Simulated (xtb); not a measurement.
HZn, charge +1, singlet, at a GFN2-xTB geometry (such geometries of metal compounds can be far from the true shape). Base run: xtb with GFN2-xTB.

Geometry (Å):
```xyz
2

Zn     0.0000     0.0000    -0.0486
H      0.0000     0.0000     1.4570
```
Charge +1, spin multiplicity 1.
All else is at xtb's defaults.
Base energy -0.51470 Eh.

The base run was repeated with changes; each row names its change, and settings that it needs were set with it.

```csv
change,ΔE vs base (kJ/mol),HOMO-LUMO gap (eV),SCF cycles
base,0.00,4.56,11
gbsa = thf,[?],[?],9
acc = 0.0001,0.00,4.56,14
```

Problem. Complete the blanks.

Solution. 
- gbsa = thf, ΔE vs base (kJ/mol): -295.2
- gbsa = thf, HOMO-LUMO gap (eV): 4.43

ALPB and GBSA are two models with their own fitted parameters for each solvent, which aren't always the measured dielectric constant.
